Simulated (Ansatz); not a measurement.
Basis-set extrapolation for C2H4BClO, SMILES `ClC1CBO1` (PBE0-D4/def2-TZVP geometry, frozen core, the Gaussian-basis code of Ansatz). Multiplicity 1, RHF reference.

```json
{"": "HF", "def2-TZVPP": "-637.205479", "def2-QZVPP": "-637.226386"}
{"": "MP2 correlation", "def2-TZVPP": "-0.850448", "def2-QZVPP": "-0.916103"}
{"": "CCSD(T) correlation", "def2-TZVPP": "-0.926380", "def2-QZVPP": "not run"}
```

Energies in hartree. Use E(X) = E(∞) + A·exp(−7.88·√X) for Hartree–Fock and E(X) = E(∞) + B·X^(−2.97) for correlation, with X = 3 and 4, and add CCSD(T) minus MP2 of the smaller set to the MP2 limit.

Task: What is the CCSD(T) energy at the basis-set limit?

Result: HF limit: -637.226386 + (-0.020907) × 0.13774 = -637.22927. MP2 limit: -0.916103 + (-0.065655) × 0.74074 = -0.96474. Higher-order term: -0.926380 − (-0.850448) = -0.07593. Total: -638.26994 hartree, 86.6 kcal/mol below CCSD(T)/def2-TZVPP.
